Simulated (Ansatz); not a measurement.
A set of 12 reactions (ligand exchange), with CCSD(T)/CBS values in kJ/mol:

```
                                                                      reaction      ΔE
      `[AlH2][N]([SiH3])[SiH3]` + `BNCC` → `BN([SiH3])CC` + `[AlH2][NH][SiH3]`    18.9
`[CH3][Al]([Cl])[BH]S` + `[OH][AlH][Cl]` → `SB[O][AlH][Cl]` + `[CH3][AlH][Cl]`  -135.7
   `CO[Si](N)(O)[SiH3]` + `C[O][Zn][OH]` → `C[O][Zn][O][SiH3]` + `CO[SiH](N)O`  -114.5
                          `F[SiH](F)[SeH]` + `OPO` → `OP(O)[SeH]` + `F[SiH2]F`    34.3
                                  `[SnH3][SnH3]` + HI → `[SnH3][I]` + `[SnH4]`   -43.3
                 `F/C=C/[S][AlH2]` + `[SiH3]S` → `[AlH2][S][SiH3]` + `F/C=C\S`   -22.6
                           `[SiH3]B1CO1` + `O[Si]S` → `[SiH3]O[Si]S` + `B1CO1`  -106.4
           `[SiH3][O][GeH3]` + `[SH][GeH3]` → `[SiH3][S][GeH3]` + `[OH][GeH3]`    37.9
   `[SiH3][SiH2][BH][GeH3]` + `N[SiH3]` → `[SiH3][NH][GeH3]` + `B[SiH2][SiH3]`    -4.0
                              `N=C=C(F)[SeH]` + H₂Se → `[SeH][SeH]` + `N=C=CF`   -37.1
               `BC[O][Al]([F])[SH]` + `C=C=N` → `BN=C=C` + `C[O][Al]([F])[SH]`  -123.4
                   `[SiH3]N([SiH3])[Si]Cl` + NH₃ → `N[Si]Cl` + `[SiH3]N[SiH3]`     3.2
```

Isolated molecules relaxed with PBE0-D4/def2-TZVP in Ansatz; ΔE leaves out vibrations. CCSD(T)/CBS is the MP2 limit (def2-TZVPP, def2-QZVPP) plus CCSD(T) − MP2 in def2-TZVPP, frozen cores. This one scheme is used for every species. Double bonds are as drawn, so ΔE can hold a change between cis and trans. DFT in def2-TZVPP. B3LYP here is the variant with VWN-RPA as its local correlation; programs differ in this. def2 core potentials past Kr. For Ge, I, Se, Sn, Zn outer-core shells are correlated without core-valence functions, which leaves a few kJ/mol of doubt a bond. Scalar relativity is left out up to krypton. One conformer a species, not always the lowest.

(1) Give the mean, mean absolute and largest difference (level minus CCSD(T)/CBS, kJ/mol) for: PBE-D4, PBE0-D4, B3LYP-D4, ωB97X-V, ωB97M-V, B2PLYP, PBE, HF/def2-TZVPP, SCS-MP2/def2-TZVPP, CCSD/def2-TZVPP, SCS-MP2/def2-QZVPP, HF/CBS(def2), MP2/CBS(def2), CCSD/CBS(def2). (Best estimate.)

The largest T1 diagnostic in the set is 0.017, for `C[O][Zn][OH]` (customary mark 0.02).

CCSD(T)/CBS is a level of theory with its own doubt, and the functionals carry their triple-zeta basis error, so these figures describe this set and don't rank the functionals.

Answers

(1) The calculation gave: 
| level | mean | mean absolute | largest |
| --- | --- | --- | --- |
| PBE-D4 | 5.4 | 10.7 | 34.2 |
| PBE0-D4 | 2.9 | 6.0 | 19.9 |
| B3LYP-D4 | -2.4 | 4.0 | -10.1 |
| ωB97X-V | -0.2 | 3.4 | -7.2 |
| ωB97M-V | -0.5 | 2.3 | -7.0 |
| B2PLYP | -3.8 | 4.8 | -10.3 |
| PBE | 4.0 | 10.6 | 29.5 |
| HF/def2-TZVPP | -13.6 | 18.7 | -40.0 |
| SCS-MP2/def2-TZVPP | -3.5 | 5.8 | -14.8 |
| CCSD/def2-TZVPP | -0.9 | 3.8 | 7.7 |
| SCS-MP2/def2-QZVPP | -4.2 | 5.5 | -14.3 |
| HF/CBS(def2) | -14.3 | 19.8 | -42.5 |
| MP2/CBS(def2) | -2.1 | 3.9 | -7.7 |
| CCSD/CBS(def2) | -1.6 | 3.0 | -5.6 |
